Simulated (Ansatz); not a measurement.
Mulliken charges of CH₄GeOSe, SMILES `O=C[Se][GeH3]` from r2SCAN/def2-TZVPP in Ansatz (PBE0-D4/def2-TZVP geometry).

```json
{"atom": "O1", "x (Å)": "0.405", "y (Å)": "1.692", "z (Å)": "-0.715", "charge (e)": "-0.285"}
{"atom": "C2", "x (Å)": "-0.714", "y (Å)": "1.330", "z (Å)": "-0.923", "charge (e)": "0.163"}
{"atom": "Se3", "x (Å)": "-1.460", "y (Å)": "-0.344", "z (Å)": "-0.350", "charge (e)": "-0.165"}
{"atom": "Ge4", "x (Å)": "0.549", "y (Å)": "-1.045", "z (Å)": "0.695", "charge (e)": "0.186"}
{"atom": "H5", "x (Å)": "-1.453", "y (Å)": "1.933", "z (Å)": "-1.479", "charge (e)": "0.065"}
{"atom": "H6", "x (Å)": "0.901", "y (Å)": "-0.058", "z (Å)": "1.811", "charge (e)": "0.017"}
{"atom": "H7", "x (Å)": "1.654", "y (Å)": "-1.138", "z (Å)": "-0.359", "charge (e)": "0.017"}
{"atom": "H8", "x (Å)": "0.208", "y (Å)": "-2.428", "z (Å)": "1.265", "charge (e)": "0.004"}
```

Q: By hand: the dipole of these point charges (1 e Å = 4.8032 D).

A: Σ q r = (0.061, -0.307, 0.174) e Å, of length 0.358 e Å = 1.72 D.

Q: How does the dipole of the full density compare? (Estimate.)

A: Computed: (-0.121, -0.155, 0.035) e Å, 0.96 D; the point charges give 1.79 times that, at 50° from its direction.

Point charges leave out the atoms' own dipoles, such as those of lone pairs, and Mulliken's split depends on the basis, so the two needn't agree.
